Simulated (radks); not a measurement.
The nickel ion Ni+ inside a hard spherical wall (all orbitals vanish at R), configuration held at [Ar] 3d9 and not refilled when levels cross. Method: scalar-relativistic Kohn-Sham, PBEsol, spin-polarised, spherical densities, point nucleus; open shells are filled with parallel spins first; computed with a radial shooting solver on a logarithmic mesh with Libxc functionals. Eigenvalues in eV for spin up, with the zero of energy where the potential of the charges vanishes at infinity; a dash marks a level that is unbound or too diffuse for the functional's potential to be trusted. A positive occupied level is held by the wall or, in an anion where self-interaction has pushed it up, behind a barrier. The pressure on the wall is -dE/dV.

| R (bohr) | E (hartree) | kinetic (hartree) | e(2p) | e(3s) | e(3p) | e(3d) | e(4s, empty) | e(4p, empty) | pressure (GPa) |
|---|---|---|---|---|---|---|---|---|---|
| free | -1519.01408 | 1539.931 | -846.88 | -114.50 | -75.136 | -13.380 | -11.544 | -6.383 | 0 |
| 12 | -1519.01408 | 1539.931 | -846.88 | -114.50 | -75.136 | -13.380 | -11.544 | -6.382 | < 0.0001 |
| 10 | -1519.01408 | 1539.931 | -846.88 | -114.50 | -75.135 | -13.380 | -11.544 | -6.369 | < 0.0001 |
| 8 | -1519.01403 | 1539.931 | -846.87 | -114.49 | -75.130 | -13.375 | -11.532 | -6.270 | 0.00299 |
| 7 | -1519.01381 | 1539.934 | -846.85 | -114.47 | -75.108 | -13.355 | -11.489 | -6.074 | 0.0221 |
| 6 | -1519.01258 | 1539.944 | -846.75 | -114.38 | -75.019 | -13.272 | -11.313 | -5.555 | 0.167 |
| 5 | -1519.00576 | 1539.992 | -846.37 | -114.03 | -74.673 | -12.947 | -10.637 | -4.152 | 1.34 |
| 3.5 | -1518.89940 | 1540.532 | -843.04 | -111.13 | -71.847 | -10.182 | -4.651 | 4.725 | 39.8 |
| 3 | -1518.72253 | 1541.299 | -839.31 | -108.08 | -68.889 | -7.110 | 2.607 | 14.088 | 146 |
| 2.5 | -1518.21280 | 1543.374 | -831.46 | -102.13 | -63.068 | -0.673 | 19.310 | 34.089 | 643 |
